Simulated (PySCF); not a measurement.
**Electron correlation in C⁺ (carbon, charge +1)**

[He] 2s2 2p1, 2P determinant. Calculation: PySCF 2.14, in def2-SVP (3s2p1d, 14 functions); the non-relativistic Hamiltonian (point nucleus). Frozen: 1s2; 3 electrons correlated.

MP2 pair energies summed by pair of shells (mhartree):

```json
{"pair": "2s-2s", "energy": "-25.82", "share (%)": "61.8"}
{"pair": "2s-2p", "energy": "-15.98", "share (%)": "38.2"}
```

Total MP2 correlation energy: -41.80 mhartree.

Same-spin part -2.37 and opposite-spin part -39.43 mhartree; SCS-MP2 scales them by 1/3 and 6/5 to -48.10 mhartree.

```json
{"level": "CCSD", "correlation energy (mhartree)": "-66.66"}
{"level": "(T)", "correlation energy (mhartree)": "-0.74"}
{"level": "CCSD(T)", "correlation energy (mhartree)": "-67.40"}
```

Diagnostics: T1 = 0.0084, D1 = 0.0155, largest double amplitude 0.142.

Cost of the coupled-cluster step: 0.08 s of wall time on 1 thread of Neoverse-V2 (shared host), for 3 correlated electrons.
